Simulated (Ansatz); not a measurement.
Input for Ansatz (an electronic-structure program): U-wB97X-V/cc-pVTZ on FGeH (SMILES [F][GeH]), a point of a bond scan (R = 4.072 Å).

Ansatz 0.2 input:
```yaml
crystal:
  periodic: [false, false, false]
  atoms:
    - {symbol: Ge, position_ang: [-0.11370409, -0.22690637, 0.28076938]}
    - {symbol: H, position_ang: [-0.98451576, -1.05346065, -0.79917524]}
    - {symbol: F, position_ang: [1.32926062, 2.41978588, -2.45683616]}
basis:
  gaussian:
    orbitals: cc-pVTZ
hamiltonian:
  xc: {name: wB97X-V}
magnetization: {spin_polarized: true, initial_magnetization: 0}
```

Question: Give the final energy of this run.

Answer: -2177.1040 hartree. Its determinant has ⟨S²⟩ = 0.80, a mixture of spin states.

Question: How many basis functions does it have, and what does it roughly cost on one machine?

Answer: 87 functions; very roughly 25 core-seconds.
